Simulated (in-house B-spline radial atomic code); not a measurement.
Configurations of the caesium ion Cs²⁺, with energies counted from [Kr] 4d10 5s2 5p5. Method: Dirac-Hartree-Fock, average of configuration, Fermi nucleus of rms radius 4.8041 fm. Calculated with a B-spline radial code for spherical atoms. Energies include first-order Breit, QED and recoil terms.

Occupations are held fixed; configurations that lie above the ionisation limit could autoionise.

```tsv
configuration	E - E(ref) (eV)	highest orbital	its <r> (bohr)
[Kr] 4d10 5s2 5p4 6f1	28.872	6f7/2	11.77
[Kr] 4d10 5s2 5p4 6g1	29.778	6g7/2	14.62
[Kr] 4d10 4f1 5s1 5p5	39.406	4f7/2	2.247
[Kr] 4d10 5s1 5p5 6g1	46.379	6g7/2	14.61
[Kr] 4d9 5s2 5p5 6s1	84.926	6s1/2	3.99
[Ar] 3d9 4s2 4p6 4d10 5s2 5p5 6g1	752.64	6g7/2	14.62
[Ar] 3d9 4s2 4p6 4d10 5s2 5p5 8g1	754.13	8g7/2	28.59
[Ar] 3d9 4s2 4p6 4d10 5s2 5p5 9f1	754.19	9f7/2	31.01
```

Task: Order these further configurations by energy, lowest first.
A. [Kr] 4d10 5s1 5p6
B. [Kr] 4d10 5s2 5p4 7f1
C. [Ar] 3d9 4s2 4p6 4d10 5s2 5p5 5g1
D. [Kr] 4d10 5s2 5p4 8f1
E. [Kr] 4d9 5s2 5p5 7g1

Result: A (16.849 eV), B (30.107 eV), D (30.885 eV), E (98.374 eV), C (751.15 eV).

Task: How far above the reference does [Kr] 4d10 5s1 5p5 9g1 lie?

Result: 48.272 eV; its least bound orbital is 9g7/2 with <r> = 37.06 bohr.

Task: How far above the reference does [Kr] 4d10 5s2 5p4 8s1 lie?

Result: 27.989 eV; its least bound orbital is 8s1/2 with <r> = 11.88 bohr.

Task: How far above the reference does [Kr] 4d10 5s2 5p4 8d1 lie?

Result: 29.677 eV; its least bound orbital is 8d5/2 with <r> = 16.61 bohr.
